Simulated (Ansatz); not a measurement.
Z-matrix (Å, degrees):
```
C
C 1 1.540
B 1 1.581 2 86.8
H 1 1.091 2 118.2 3 -127.9
H 1 1.098 2 109.9 3 107.7
Cl 2 1.788 1 118.2 3 -136.9
C 2 1.512 1 92.1 3 -13.8
H 2 1.092 1 111.7 3 100.5
H 3 1.192 1 135.4 2 -165.9
C 7 1.329 2 131.1 1 -153.1
H 10 1.087 7 121.7 2 -2.8
H 10 1.085 7 120.9 2 175.0
```

Charge 0, multiplicity 1.

Problem. List the r2SCAN/def2-TZVPP orbital energies in eV (Ansatz 0.2.0). (Best estimate.)

Solution. The calculation gave: Occupied: -2753.00, -274.91, -273.75, -273.23, -272.95, -254.36, -192.97, -192.73, -192.73, -180.69, -22.81, -20.61, -19.33, -16.14, -14.68, -12.48, -12.26, -11.58, -11.02, -9.73, -9.45, -8.23, -8.03, -7.49, -6.99, -6.94. Lowest empty: -3.00, 0.07, 0.56, 1.62, 1.69, 2.31, 2.64, 2.88.
